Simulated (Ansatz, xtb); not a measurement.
Two isomers of C5H9NO

We compare I, `[H]/N=C(/O)CCC=C`, a singlet, with II, `C=CCCC(N)=O`, a singlet. Both are isolated molecules in the gas phase, relaxed with r2SCAN-D4/def2-SVP; each stands in its lowest conformer found.

Q: Which of the two would you expect CCSD(T)/def2-SVP + ΔMP2/def2-TZVPP electronic energies to favour?

A: Structure II; the calculation gives E(II) − E(I) = −0.454 eV.

How the difference moves with the method:

| level | geometry | E(II) − E(I) (eV) | departure from the last row (eV) | job, with rough time for the two |
| --- | --- | --- | --- | --- |
| GFN2-xTB | GFN2-xTB | −0.403 | +0.051 | optimisation, 0.14 s |
| HF/STO-3G | GFN2-xTB | −0.287 | +0.167 | single point, 0.48 s |
| r2SCAN-D4/def2-SVP//GFN2-xTB | GFN2-xTB | −0.672 | −0.218 | single point, 6.6 s |
| r2SCAN-D4/def2-SVP | r2SCAN-D4/def2-SVP | −0.638 | −0.184 | optimisation, 2.7 min |
| HF/def2-SVP | r2SCAN-D4/def2-SVP | −0.637 | −0.183 | part of the CCSD(T) run |
| MP2/def2-SVP | r2SCAN-D4/def2-SVP | −0.576 | −0.122 | part of the CCSD(T) run |
| CCSD(T)/def2-SVP | r2SCAN-D4/def2-SVP | −0.536 | −0.082 | single point |
| CCSD(T)/def2-SVP + ΔMP2/def2-TZVPP | r2SCAN-D4/def2-SVP | −0.454 |  | single point, 2.7 min |

As drawn, II has 1 C–N, 1 C=O, 1 N–H in place of 1 C=N, 1 C–O, 1 O–H.

None of the levels shown reverses the order. The largest departure from CCSD(T)/def2-SVP + ΔMP2/def2-TZVPP is that of r2SCAN-D4/def2-SVP//GFN2-xTB, 0.218 eV. The last row adds to CCSD(T) the change of the MP2 difference between the two basis sets, here +0.082 eV.

With thermal terms from frequencies at re-optimised GFN2-xTB minima (ideal gas, soft modes damped towards free rotors, one conformer each, 298.15 K, 1 atm): on the last row, ΔE + ΔZPE = −0.477, ΔH = −0.466, ΔG = −0.484 eV.

The correlated steps freeze 7 core orbitals. Programs: Ansatz 0.2.0, xtb 6.7.1; the last row on 2 threads of Arm Neoverse V2 on a shared host.
